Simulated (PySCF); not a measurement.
PySCF job for MoH5, SMILES [MoH5] (connectivity only; charge and spin as stated), neutral, multiplicity 2, TDA-PBE/def2-TZVPD. The structure is a stationary point at PBE-D3(BJ)/def2-TZVPD. The multiplicity is an assumed one; other spin states were not compared. The def2 effective core potentials stand for the cores of Mo; spin–orbit coupling is left out.

```python
import numpy as np
from pyscf import gto, scf, dft, tdscf

mol = gto.M(
    atom='''
    Mo    0.03739624   -0.01790844   -0.00000001
    H     1.53597751    0.80439730   -0.00000034
    H    -1.16510091    0.79012841    0.80640607
    H    -0.38820832   -0.81624987    1.42099263
    H    -1.16510127    0.79012840   -0.80640558
    H    -0.38820894   -0.81624988   -1.42099245
    ''',
    basis='def2-TZVPD',
    ecp={'Mo': 'def2-tzvp'},
    charge=0,
    spin=1,
    max_memory=1600,
    verbose=4,
)
mf = dft.UKS(mol, xc='pbe').density_fit(auxbasis='def2-universal-jkfit')
mf.grids.level = 3
mf.conv_tol = 1e-9
mf.max_cycle = 100
mf.kernel()
fine, coarse = mf.grids, dft.Grids(mol).set(level=1).build(with_non0tab=True)
for _ in range(3):  # follow internal instabilities
    mf.grids = coarse
    mo, _, stable, _ = mf.stability(return_status=True, nroots=4)
    mf.grids = fine
    if stable:
        break
    mf.kernel(mf.make_rdm1(mo, mf.mo_occ))
mf.grids = dft.Grids(mol).set(level=1).build(with_non0tab=True)  # coarser grid for the response kernel
td = tdscf.TDA(mf)
td.nstates = 10
td.conv_tol = 1e-4
td.positive_eig_threshold = 1e-6
td.kernel(x0=td.get_init_guess(mf, 15))
td.analyze(verbose=3)
```

Program output:

```
PySCF version 2.14.0

[INPUT] verbose = 4
[INPUT] num. atoms = 6
[INPUT] num. electrons = 19
[INPUT] charge = 0
[INPUT] spin (= nelec alpha-beta = 2S) = 1
[INPUT] symmetry False subgroup None
[INPUT] Mole.unit = angstrom
[INPUT] Symbol           X                Y                Z      unit          X                Y                Z       unit  Magmom
[INPUT]  1 Mo     0.037396240000  -0.017908440000  -0.000000010000 AA    0.070668651689  -0.033842046918  -0.000000018897 Bohr   0.0
[INPUT]  2 H      1.535977510000   0.804397300000  -0.000000340000 AA    2.902576827391   1.520090592340  -0.000000642507 Bohr   0.0
[INPUT]  3 H     -1.165100910000   0.790128410000   0.806406070000 AA   -2.201721627382   1.493126298138   1.523886617487 Bohr   0.0
[INPUT]  4 H     -0.388208320000  -0.816249870000   1.420992630000 AA   -0.733607404078  -1.542488703512   2.685286895725 Bohr   0.0
[INPUT]  5 H     -1.165101270000   0.790128400000  -0.806405580000 AA   -2.201722307683   1.493126279241  -1.523885691521 Bohr   0.0
[INPUT]  6 H     -0.388208940000  -0.816249880000  -1.420992450000 AA   -0.733608575708  -1.542488722409  -2.685286555575 Bohr   0.0

nuclear repulsion = 24.2537674378209
number of shells = 39
number of NR pGTOs = 115
number of NR cGTOs = 85
basis = def2-TZVPD
ecp = {'Mo': 'def2-tzvp'}


[settings echo left out]
init E= -64.5584508209816
  alpha nocc = 10  HOMO = -0.449289238235046  LUMO = -0.370353834812928
  beta  nocc = 9  HOMO = -0.540964291676811  LUMO = -0.449289238235044

WARN: HOMO -0.449289238235046 >= LUMO -0.449289238235044

cycle= 1 E= -70.9046099895262  delta_E= -6.35  |g|= 0.647  |ddm|= 3.35
  alpha nocc = 10  HOMO = -0.00229995653829107  LUMO = 0.0104005751007983
  beta  nocc = 9  HOMO = -0.107667999285284  LUMO = 0.00435699560814307
  HOMO = -0.00229995653829  LUMO = 0.00435699560814  gap/eV = 0.18114
cycle= 2 E= -69.5317883912546  delta_E= 1.37  |g|= 1.44  |ddm|= 2.36
  alpha nocc = 10  HOMO = -0.242063684585911  LUMO = -0.152308498125258
  beta  nocc = 9  HOMO = -0.288074035951183  LUMO = -0.195039242028834
  HOMO = -0.242063684586  LUMO = -0.195039242029  gap/eV = 1.27960
cycle= 3 E= -71.0352269067077  delta_E= -1.5  |g|= 0.352  |ddm|= 2.09
  alpha nocc = 10  HOMO = -0.213902396201995  LUMO = -0.130955023555159
  beta  nocc = 9  HOMO = -0.284009965480517  LUMO = -0.160441847484893
  HOMO = -0.213902396202  LUMO = -0.160441847485  gap/eV = 1.45474
cycle= 4 E= -71.0845108929404  delta_E= -0.0493  |g|= 0.168  |ddm|= 0.361
  alpha nocc = 10  HOMO = -0.192364073261912  LUMO = -0.115548726175961
  beta  nocc = 9  HOMO = -0.25155194921175  LUMO = -0.13049873887187
  HOMO = -0.192364073262  LUMO = -0.130498738872  gap/eV = 1.68344
cycle= 5 E= -71.1002456210788  delta_E= -0.0157  |g|= 0.044  |ddm|= 0.238
  alpha nocc = 10  HOMO = -0.195905311293791  LUMO = -0.115131965193325
  beta  nocc = 9  HOMO = -0.251962304600296  LUMO = -0.131955437139572
  HOMO = -0.195905311294  LUMO = -0.13195543714  gap/eV = 1.74016
cycle= 6 E= -71.1014806392055  delta_E= -0.00124  |g|= 0.00485  |ddm|= 0.0511
  alpha nocc = 10  HOMO = -0.196845192400547  LUMO = -0.115787414506993
  beta  nocc = 9  HOMO = -0.252781039620264  LUMO = -0.132586710965982
  HOMO = -0.196845192401  LUMO = -0.132586710966  gap/eV = 1.74856
cycle= 7 E= -71.1014919557333  delta_E= -1.13e-05  |g|= 0.00314  |ddm|= 0.0108
  alpha nocc = 10  HOMO = -0.196964354673061  LUMO = -0.115785016800324
  beta  nocc = 9  HOMO = -0.252805479834128  LUMO = -0.132589016515343
  HOMO = -0.196964354673  LUMO = -0.132589016515  gap/eV = 1.75174
cycle= 8 E= -71.1014976991517  delta_E= -5.74e-06  |g|= 0.000891  |ddm|= 0.00448
  alpha nocc = 10  HOMO = -0.196906204709681  LUMO = -0.115653873416033
  beta  nocc = 9  HOMO = -0.252780696716416  LUMO = -0.132445182100165
  HOMO = -0.19690620471  LUMO = -0.1324451821  gap/eV = 1.75407
cycle= 9 E= -71.1014985268374  delta_E= -8.28e-07  |g|= 0.000278  |ddm|= 0.00217
  alpha nocc = 10  HOMO = -0.196871127491389  LUMO = -0.115602781180436
  beta  nocc = 9  HOMO = -0.252706475625114  LUMO = -0.132367749158584
  HOMO = -0.196871127491  LUMO = -0.132367749159  gap/eV = 1.75523
cycle= 10 E= -71.1014986601901  delta_E= -1.33e-07  |g|= 0.000122  |ddm|= 0.00101
  alpha nocc = 10  HOMO = -0.196905602398342  LUMO = -0.115611234276599
  beta  nocc = 9  HOMO = -0.252733140333925  LUMO = -0.132384942816467
  HOMO = -0.196905602398  LUMO = -0.132384942816  gap/eV = 1.75570
cycle= 11 E= -71.1014986799221  delta_E= -1.97e-08  |g|= 7.11e-06  |ddm|= 0.000433
  alpha nocc = 10  HOMO = -0.196906102955769  LUMO = -0.115610210343037
  beta  nocc = 9  HOMO = -0.252733127232022  LUMO = -0.132384076476498
  HOMO = -0.196906102956  LUMO = -0.132384076476  gap/eV = 1.75573
cycle= 12 E= -71.1014986800351  delta_E= -1.13e-10  |g|= 1.8e-06  |ddm|= 3.52e-05
  alpha nocc = 10  HOMO = -0.196905751996716  LUMO = -0.115610252375307
  beta  nocc = 9  HOMO = -0.252732900618086  LUMO = -0.132383670702155
  HOMO = -0.196905751997  LUMO = -0.132383670702  gap/eV = 1.75574
Extra cycle  E= -71.1014986800377  delta_E= -2.64e-12  |g|= 1.95e-06  |ddm|= 5.85e-06
converged SCF energy = -71.1014986800377  <S^2> = 0.7575767  2S+1 = 2.0075624
tot grids = 20536
uhf_internal: lowest eigs of H = [0.12835755 0.12880435 0.17621451 0.21056549]
<class 'pyscf.df.df_jk.DFUKS'> wavefunction is stable in the internal stability analysis
tot grids = 20536
Overwritten attributes  positive_eig_threshold  of <class 'pyscf.tdscf.uks.TDA'>


******** <class 'pyscf.tdscf.uks.TDA'> for <class 'pyscf.df.df_jk.DFUKS'> ********
nstates = 10
deg_eia_thresh = 1.000e-03
wfnsym = None
conv_tol = 0.0001
eigh lindep = 1e-12
eigh level_shift = 0
eigh max_cycle = 100


Excitation energies (eV)
[1.88051811 1.91498895 2.48502451 3.12209987 3.33395309 3.48216104
 3.91201619 3.94374871 3.97155883 4.1100715 ]

** Excitation energies and oscillator strengths **
Excited State   1:      1.88052 eV    659.31 nm  f=0.0000
Excited State   2:      1.91499 eV    647.44 nm  f=0.0003
Excited State   3:      2.48502 eV    498.93 nm  f=0.0224
Excited State   4:      3.12210 eV    397.12 nm  f=0.0000
Excited State   5:      3.33395 eV    371.88 nm  f=0.0000
Excited State   6:      3.48216 eV    356.06 nm  f=0.0000
Excited State   7:      3.91202 eV    316.93 nm  f=0.0001
Excited State   8:      3.94375 eV    314.38 nm  f=0.0114
Excited State   9:      3.97156 eV    312.18 nm  f=0.0019
Excited State  10:      4.11007 eV    301.66 nm  f=0.0002
```

Self-consistency was reached.

Cost: roughly 40 core-seconds.
